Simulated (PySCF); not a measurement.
C₂H₈OSi, SMILES O[SiH](C)C. The structure is a stationary point at B3LYP-D3(BJ)/def2-SVP. One conformer was computed; it need not be the lowest.

Q: Give the equilibrium geometry at B3LYP-D3(BJ)/def2-SVP (PySCF confirms it by a frequency run) as Cartesian coordinates in Å, and its point group. (An estimate is asked for; the answer gives what the named calculation found.)

A: This is not unique; one that fits is point group Cs.
```xyz
12

Si     0.3662    -0.0749     0.0000
C     -0.2058     0.8426     1.5399
C     -0.2058     0.8426    -1.5399
O     -0.1777    -1.6628     0.0000
H      1.8496    -0.1968     0.0000
H     -1.3043     0.9431     1.5641
H      0.1070     0.3150     2.4552
H      0.2208     1.8592     1.5707
H      0.1070     0.3150    -2.4552
H     -1.3043     0.9431    -1.5641
H      0.2208     1.8592    -1.5707
H     -1.1320    -1.7983     0.0000
```
Charge 0, spin multiplicity 1.
